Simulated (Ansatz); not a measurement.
Consider the atomization: `[F][Ga]([F])[SeH]` → 2 F• + Ga• + H• + Se•.

Isolated molecules relaxed with PBE0-D4/def2-TZVP in Ansatz; ΔE leaves out vibrations. CCSD(T)/CBS is the MP2 limit (def2-TZVPP, def2-QZVPP) plus CCSD(T) − MP2 in def2-TZVPP, frozen cores. This one scheme is used for every species, atoms too. Open shells (•) are unrestricted, without spin–orbit coupling. Spin–orbit coupling would lower the free atoms: a little for F; clearly for Ga, Se. For Ga, Se outer-core shells are correlated without core-valence functions, so the limit isn't a true one: a few kJ/mol of doubt a bond, and 10 to 20 or more in all where bonds break to atoms. Scalar relativity is left out up to krypton. One conformer a species, not always the lowest.

| level | ΔE (kJ/mol) |
| --- | --- |
| HF/def2-SVP | 1057.9 |
| CCSD/def2-SVP | 1430.5 |
| MP2/def2-TZVPP | 1599.9 |
| MP2/def2-QZVPP | 1624.3 |

Q: What does CCSD(T)/CBS give? (Best estimate.)

A: Computed: +1565.6 kJ/mol. The listed levels differ from it by -507.7, -135.1, 34.3, 58.7 kJ/mol.

Largest T1 diagnostic among the species: 0.013.

Leaving LDA and LC-ωPBE aside and taking each functional with its dispersion term where it has one, the values, not all of them listed here, spread over 130.5 kJ/mol, from BHLYP-D4 to PBE-D4. LDA lies +261.4 kJ/mol from PBE without D4, its usual overbinding. The D4 term adds +17.0 kJ/mol with B3LYP and +8.8 kJ/mol with PBE0; it sums over pairs of atoms, weighted by their polarisabilities, and B3LYP, whose exchange is more repulsive, gets the larger term.

B3LYP here is the variant with VWN-RPA as its local correlation; programs differ in this.

For atomizations the MP2-based limit and the directly extrapolated one differ by several kJ/mol either way, and by 10 to 25 for some Ge, Se and Sn compounds, so smaller differences from it don't rank the levels.
